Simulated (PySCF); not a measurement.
# Excitation energy of V(2+) by level of theory

V(2+) [Ar] 3d3 (4F) → V(2+) [Ar] 3d2 4s1 (4F), as a difference of total energies. All numbers are calculated (PySCF 2.14, the non-relativistic Hamiltonian (point nucleus), in def2-QZVPPD (11s6p5d3f2g, 93 functions)). Correlated levels: valence: [Ar] frozen; valence and next inner shell: [Ne] frozen. The calculations carry no spin-orbit coupling.

```
                                method  excitation energy (eV)
                                   UHF                   5.396
                                   LDA                   5.930
                                   PBE                   5.866
                                  PBE0                   5.929
                                r2SCAN                   6.127
                                 TPSSh                   5.940
                                revPBE                   5.932
                                 B97-3                   6.009
                                 HSE06                   5.867
                         MP2 (valence)                   5.618
                     SCS-MP2 (valence)                   5.470
    MP2 (valence and next inner shell)                   5.723
SCS-MP2 (valence and next inner shell)                   5.609
```

How much does correlation contribute at MP2 (valence and next inner shell)?

5.723 − (5.396) = 0.327 eV, measured against UHF.

A first-order spin-orbit estimate (lowest level to lowest level, LS coupling) adds -0.007 eV.
